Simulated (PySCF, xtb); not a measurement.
Na(OH) (HNaO), SMILES [OH][Na].

GFN2-xTB in xtb 6.7.1 at its own geometry gives an orbital gap of 1.14 eV and a dipole moment of 5.10 D.

Coordinates come from a ωB97X-D3(BJ)/def2-TZVPD optimisation. The isomer is the one that the SMILES or the coordinates give; other isomers of the formula were not compared.

What does B3LYP/def2-TZVPD in PySCF give? (Estimate from the structure and the level; the computed values follow.)

gap 3.49 eV (levels -5.06 and -1.57 eV), dipole 6.63 D.
